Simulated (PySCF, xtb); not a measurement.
CH7NSi3, SMILES [SiH3][Si@H]1N=C[SiH2]1.

GFN2-xTB run with xtb at its own geometry gives an orbital gap of 2.08 eV and a dipole moment of 2.31 D.

Geometry optimised at r2SCAN-D4/def2-SVP. The structure was generated by enumeration; whether it is a known compound was not checked.

What does PBE/def2-TZVP (PySCF) give? (An estimate is asked for; the answer gives what the named calculation found.)

gap 3.14 eV (levels -5.54 and -2.40 eV), dipole 1.41 D.
